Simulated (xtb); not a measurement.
C5H13O3Si (SMILES CCO[Si](C)([O])OCC), doublet, at a GFN2-xTB geometry; GFN2-xTB run with xtb.

Here is a job for xtb.
```
$ xtb mol.xyz --gfn 2 --uhf 1 --hess --json

# file mol.xyz
22

C      2.95893654     0.38689636     0.63473230
C      1.69263355     1.15549515     0.98434256
O      0.52673530     0.40969354     0.77593955
Si     0.02485384    -0.27257405    -0.62496166
C      0.58416436    -2.20764428    -0.32958892
O      0.61384821     0.03320750    -2.00139191
O     -1.57080562    -0.53350328    -0.43573956
C     -2.45533194    -0.11798617     0.56287740
C     -2.56361505     1.39653957     0.64998372
H      3.83114492     0.99586567     0.85512287
H      3.01227456    -0.53263596     1.21271682
H      2.94846709     0.14346386    -0.42371502
H      1.64586651     2.06705104     0.37760184
H      1.69488402     1.43071731     2.04558358
H      1.62611951    -2.25967722    -0.59298640
H      0.39468657    -2.42592751     0.70846750
H     -0.03920568    -2.77063351    -1.00169045
H     -3.42587355    -0.55939607     0.30615436
H     -2.13880731    -0.52060528     1.53356867
H     -2.84308328     1.80121798    -0.31916021
H     -3.31085018     1.67566247     1.38813488
H     -1.60252520     1.81594797     0.93511761
```

What the program printed (banner, timings and long lists left out):

```
   ID    Z sym.   atoms
    1    6 C      1, 2, 5, 8, 9
    2    8 O      3, 6, 7
    3   14 Si     4
    4    1 H      10-22

           -------------------------------------------------
          |                Calculation Setup                |
           -------------------------------------------------

           -------------------------------------------------
          |                 G F N 2 - x T B                 |
           -------------------------------------------------

          ...................................................
          :                      SETUP                      :
          :.................................................:
          :  # basis functions                  55          :
          :  # atomic orbitals                  54          :
          :  # shells                           32          :
          :  # electrons                        55          :
          :  max. iterations                   250          :
          :  Hamiltonian                  GFN2-xTB          :
          :  restarted?                      false          :
          :  GBSA solvation                  false          :
          :  PC potential                    false          :
          :  electronic temp.          300.0000000     K    :
          :  accuracy                    1.0000000          :
          :  -> integral cutoff          0.2500000E+02      :
          :  -> integral neglect         0.1000000E-07      :
          :  -> SCF convergence          0.1000000E-05 Eh   :
          :  -> wf. convergence          0.1000000E-03 e    :
          :  Broyden damping             0.4000000          :
          :  net charge                          0          :
          :  unpaired electrons                  1          :
          ...................................................

 iter      E             dE          RMSdq      gap      omega  full diag
   1    -31.5324774 -0.315325E+02  0.615E+00    8.23       0.0  T
   2    -31.6065566 -0.740792E-01  0.439E+00    7.76       1.0  T
   3    -31.6112575 -0.470082E-02  0.237E+00    7.72       1.0  T
   4    -31.6481387 -0.368813E-01  0.121E+00    7.59       1.0  T
   5    -31.6488351 -0.696379E-03  0.821E-01    7.80       1.0  T
   6    -31.6486101  0.224992E-03  0.456E-01    7.66       1.0  T
   7    -31.6507256 -0.211552E-02  0.135E-01    7.85       1.0  T
   8    -31.6507294 -0.373994E-05  0.725E-02    7.87       1.0  T
[...]
         :: total energy             -31.321739883543 Eh    ::
[...]
       7    148.08    -0.80402 ( 98.72%)    -0.73483 (  1.28%)    -0.80313
       8    153.32    -0.78433 ( 98.88%)    -0.72454 (  1.12%)    -0.78366
       9    162.56    -0.75127 ( 99.11%)    -0.70720 (  0.89%)    -0.75088
      10    222.17    -0.57880 ( 99.74%)    -0.61468 (  0.26%)    -0.57889
      11    255.53    -0.50450 ( 99.85%)    -0.57324 (  0.15%)    -0.50460
      12    283.78    -0.45043 ( 99.90%)    -0.54218 (  0.10%)    -0.45052
      13    293.05    -0.43419 ( 99.92%)    -0.53266 (  0.08%)    -0.43427
   ------------------------------------------------------------------------

   temp. (K)  partition function   enthalpy   heat capacity  entropy
                                   cal/mol     cal/K/mol   cal/K/mol   J/K/mol
 298.15  VIB  0.221E+06             6685.513     36.708     43.490
         ROT  0.706E+06              888.752      2.981     29.743
         INT  0.156E+12             7574.266     39.689     73.233
         TR   0.176E+28             1481.254      4.968     40.893
         TOT                        9055.5195    44.6575   114.1261   477.5034

       T/K    H(0)-H(T)+PV         H(T)/Eh          T*S/Eh         G(T)/Eh
   ------------------------------------------------------------------------
    298.15    0.144309E-01    0.192502E+00    0.542250E-01    0.138277E+00
   ------------------------------------------------------------------------

         :::::::::::::::::::::::::::::::::::::::::::::::::::::
         ::                  THERMODYNAMIC                  ::
         :::::::::::::::::::::::::::::::::::::::::::::::::::::
         :: total free energy         -31.183462912735 Eh   ::
         ::.................................................::
         :: total energy              -31.321739885461 Eh   ::
         :: zero point energy           0.178071052982 Eh   ::
         :: G(RRHO) w/o ZPVE           -0.039794080256 Eh   ::
         :: G(RRHO) contrib.            0.138276972726 Eh   ::
         :::::::::::::::::::::::::::::::::::::::::::::::::::::

           -------------------------------------------------
          | TOTAL ENERGY              -31.321739885461 Eh   |
          | TOTAL ENTHALPY            -31.129237943616 Eh   |
          | TOTAL FREE ENERGY         -31.183462912735 Eh   |
          | GRADIENT NORM               0.000081561463 Eh/α |
          | HOMO-LUMO GAP               7.856775647008 eV   |
           -------------------------------------------------

normal termination of xtb
```
